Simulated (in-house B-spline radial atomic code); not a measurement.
Atomic self-consistent-field run: Ta. Level of theory: scalar-relativistic (X2C) B3LYP, spin-polarised, spherical fractional occupations, Fermi nucleus of rms radius 5.3507 fm; calculated with an all-electron radial atomic-structure program (B-spline basis).

Command:
```bash
python run_scf.py task.json out
```
Settings (nuclear radius in fm, mass in u):
```
Z                73
configuration    [Xe] 4f14 5d3 6s2
hamiltonian      x2c
method           b3lyp
spin_polarised   True
nucleus          fermi
rms_radius       5.3507
atomic_mass      180.948
speed_of_light   137.035999084
```

Output (hartree, bohr):
```
 radial grid: 77 intervals, B-splines of order 8, outer radius 50 bohr

 iter        energy (Eh)    residual
    1      -15604.195546    4.82e-01
    2      -15526.973287    1.04e+00
    3      -15582.372115    9.66e-01
    4      -15604.530779    2.38e-01
    5      -15602.345642    2.93e-01
    6      -15605.548864    3.60e-02
    7      -15605.609653    1.07e-02
    8      -15605.612279    5.37e-03
    9      -15605.614987    4.99e-04
   10      -15605.614999    3.07e-04
   11      -15605.615006    2.54e-05
   12      -15605.615006    8.18e-07
   13      -15605.615006    1.25e-07

 total energy                    -15605.61501
 kinetic                           17525.3613
 electron-nucleus                 -38940.3091
 Hartree                            6130.3269
 exact exchange                      -63.0427
 exchange-correlation               -257.9515

 orbital      occ     eigenvalue          <r>       <r^2>       <1/r>       r_max
 1s up      1.000     -2472.0828    0.0178694 0.000447003     93.4907     0.01074
 1s down    1.000     -2472.0830    0.0178694 0.000447003     93.4907     0.01074
 2s up      1.000      -425.7327    0.0781632  0.00728816     21.8096     0.06669
 2s down    1.000      -425.7283     0.078163  0.00728813     21.8097     0.06669
 2p up      3.000      -374.2994    0.0700172  0.00600588     18.3883     0.05419
 2p down    3.000      -374.2956    0.0700168  0.00600582     18.3884     0.05419
 3s up      1.000       -97.9870     0.204253   0.0478382     7.85044      0.1888
 3s down    1.000       -97.9862     0.204252   0.0478374     7.85044      0.1888
 3p up      3.000       -82.5515     0.204081   0.0483964     6.93728      0.1863
 3p down    3.000       -82.5505      0.20408   0.0483953     6.93729      0.1863
 3d up      5.000       -63.9483     0.185586   0.0403876     6.46928      0.1519
 3d down    5.000       -63.9455      0.18559   0.0403891     6.46913      0.1519
 4s up      1.000       -20.2051     0.458932    0.238019     3.24876      0.4294
 4s down    1.000       -20.2013     0.458953    0.238035     3.24846      0.4295
 4p up      3.000       -15.0955     0.486936    0.269982     2.87896      0.4493
 4p down    3.000       -15.0918     0.486941    0.269972     2.87874      0.4493
 4d up      5.000        -8.3935     0.523573    0.318067     2.53437      0.4621
 4d down    5.000        -8.3884     0.523509     0.31793     2.53434      0.4621
 5s up      1.000        -2.8067       1.1074     1.37987     1.22266      0.9928
 5s down    1.000        -2.7622      1.10151     1.36475     1.23059      0.9897
 5p up      3.000        -1.5531      1.29998     1.92111     1.01071       1.127
 5p down    3.000        -1.4901      1.29082     1.89393     1.01942       1.121
 4f up      7.000        -1.0294     0.639234    0.520133     2.00146       0.442
 4f down    7.000        -1.0204     0.634805    0.510669     2.00901      0.4418
 5d up      3.000        -0.1596      2.22629       6.092    0.597172       1.597
 6s up      1.000        -0.2331       3.2606     12.1351    0.390525        2.74
 6s down    1.000        -0.1983      3.43076        13.5    0.369206        2.83
```

Run time, properties included: 0.66 s on 1 thread of Arm Neoverse V2, with other jobs on the host.

Caution: exact exchange at fractional occupations of open shells leaves self-interaction of up to several eV.

One-electron X2C: radii and densities carry no picture-change correction, so inner-shell <1/r> comes out high (for 1s by about 2 % at Z = 33, 5 % at 54, 10 % at 75, 30 % at 118) and <r> low.
